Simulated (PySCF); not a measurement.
Geometry (Å), atoms numbered from 1 in this order:
```xyz
11

F     0.2520   -1.7910    0.6345
C     0.0635   -0.7040   -0.1944
F     0.0377   -1.1777   -1.4817
Si   -1.6578    0.0703    0.1965
Si    1.6299    0.3813    0.0232
Cl    1.3348    2.1261   -1.0396
H    -1.6015    0.6530    1.5683
H    -2.6652   -1.0245    0.1292
H    -1.9518    1.1301   -0.8066
H     2.8035   -0.3522   -0.5173
H     1.7921    0.7144    1.4630
```

Geometry: PBE0-D3(BJ)/def2-SVP; GIAO shifts from PySCF 2.14, gas phase, non-relativistic, averaged over equivalent atoms.

At WP04/pcSseg-1 (148 basis functions, 15 s wall time on 1 thread of an Arm Neoverse V1, shared host):
```tsv
atoms	δ (ppm)
F1/F3	-146.1
C2	139.6
Si5	-19.8
Si4	-62.6
Cl6	-74.8
H10/H11	4.39
H7/H8/H9	3.54
```

Referencing at the same level of theory: CFCl3 for ¹⁹F (176.96 ppm); ¹³C (172.44 ppm), ²⁹Si (338.69 ppm), ¹H (31.56 ppm) vs TMS; ³⁵Cl (900.97 ppm) vs HCl.

**Question.** Predict the values at PBE0/cc-pVTZ on the same geometry.

**Answer.** 
```
   atoms  δ at PBE0/cc-pVTZ  change
   F1/F3             -142.1    +4.0
      C2              134.6    -5.0
     Si5              -17.3    +2.5
     Si4              -62.8    -0.2
     Cl6              -46.2   +28.6
 H10/H11               5.08   +0.69
H7/H8/H9               4.10   +0.56
```

Scale: ¹⁹F (182.60 ppm) against CFCl3; ¹³C (187.29 ppm) and ²⁹Si (360.00 ppm) and ¹H (31.29 ppm) vs TMS; HCl for ³⁵Cl (952.42 ppm) (reference shieldings calculated alike).

The largest change is at Cl6 (chlorine bonded to Si). Cost: 262 basis functions, 40 s wall time on 1 thread of an Arm Neoverse V2, shared host.

Unscaled 19F shifts against computed CFCl3 carry errors that often reach 10 to 50 ppm.
